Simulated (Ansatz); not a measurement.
Task: Name a neutral molecule of C, F, Ge, N and H with LUMO energy (PBE0/def2-TZVPP) between -0.05 and 0.25 eV and HOMO energy (B3LYP/def2-TZVPP) between -6.55 and -6.25 eV (Ansatz, PBE0-D4/def2-TZVP geometry).

Result: `N[C]1(F)[CH2][GeH2]1` (0.15 eV, -6.40 eV). Other molecules can fit too; these were computed, each in one conformer that needn't be the lowest.

B3LYP here is the variant with VWN-RPA as its local correlation; programs differ in this.
